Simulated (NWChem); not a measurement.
System meant: C$_{3}$H$_{7}$O, doublet; SMILES C[CH]CO

Input file for NWChem:

```
start job
memory heap 200 mb stack 900 mb global 1100 mb
geometry units angstroms noautoz
  C     -0.040817    -1.902668    -0.122374
  C      0.452231    -0.518701     0.081870
  C     -0.464627     0.649791     0.140320
  O      0.180358     1.876808    -0.079173
  H     -0.867642    -1.939649    -0.851718
  H      0.756673    -2.575234    -0.474212
  H     -0.433006    -2.349335     0.815008
  H      1.462426    -0.359389     0.477455
  H     -1.314467     0.490701    -0.560400
  H     -0.929125     0.731283     1.145376
  H      0.660509     1.799025    -0.910710
end
basis spherical
  C library def2-svp
  O library def2-svp
  H library def2-svp
end
dft
  odft
  mult 2
  xc b3lyp
  iterations 4
  mulliken
end
task dft energy
```

End of the output:

```
     --------------------------
     Expectation value of S2:
     --------------------------
      <S2> =      0.7534 (Exact =     0.7500)

 center of mass
 --------------
 x =   0.02346029 y =   0.13438824 z =   0.01019840

 moments of inertia (a.u.)
 ------------------
         474.243503223995           0.000000000000           0.000000000000
           0.000000000000          61.402424753536          -0.000000000000
           0.000000000000          -0.000000000000         500.974076102362

     Multipole analysis of the density
     ---------------------------------

     L   x y z        total         alpha         beta         nuclear
     -   - - -        -----         -----         ----         -------
     0   0 0 0     -0.000000    -17.000000    -16.000000     33.000000

     1   1 0 0      0.047696     -0.273000      0.320697     -0.000000
     1   0 1 0     -0.581505      0.204386     -0.785891      0.000000
     1   0 0 1     -0.308259     -0.234813     -0.073446      0.000000

     2   2 0 0    -18.455431    -27.256793    -25.147974     33.949336
     2   1 1 0      0.607759      0.359162     -0.211924      0.460522
     2   1 0 1     -0.720377     -0.034925     -0.726536      0.041084
     2   0 2 0    -21.685864   -144.872483   -141.434039    264.620659
     2   0 1 1     -1.571103     -0.264395     -0.610152     -0.696555
     2   0 0 2    -18.411606    -18.456347    -16.203331     16.248072

 ------------------------------------------------------------------------
 dft energy failed                                                                                  0
 ------------------------------------------------------------------------
 ------------------------------------------------------------------------
  current input line :
    28: task dft energy
 ------------------------------------------------------------------------
 ------------------------------------------------------------------------
 This type of error is most commonly associated with calculations not reaching convergence criteria
 ------------------------------------------------------------------------
 For more information see the NWChem manual at https://nwchemgit.github.io

0:dft energy failed:Received an Error in Communication
```

Question: What is wrong, and how is it mended?

Answer: The run did not converge; its last values are not results. Cause: the SCF was allowed too few iterations. This input runs:
```
start job
memory heap 200 mb stack 900 mb global 1100 mb
geometry units angstroms noautoz
  C     -0.040817    -1.902668    -0.122374
  C      0.452231    -0.518701     0.081870
  C     -0.464627     0.649791     0.140320
  O      0.180358     1.876808    -0.079173
  H     -0.867642    -1.939649    -0.851718
  H      0.756673    -2.575234    -0.474212
  H     -0.433006    -2.349335     0.815008
  H      1.462426    -0.359389     0.477455
  H     -1.314467     0.490701    -0.560400
  H     -0.929125     0.731283     1.145376
  H      0.660509     1.799025    -0.910710
end
basis spherical
  * library def2-svp
end
dft
  odft
  mult 2
  xc b3lyp
  iterations 150
  mulliken
end
task dft energy
```
It converges to -193.54456 Ha (B3LYP/def2-SVP, spin-unrestricted).
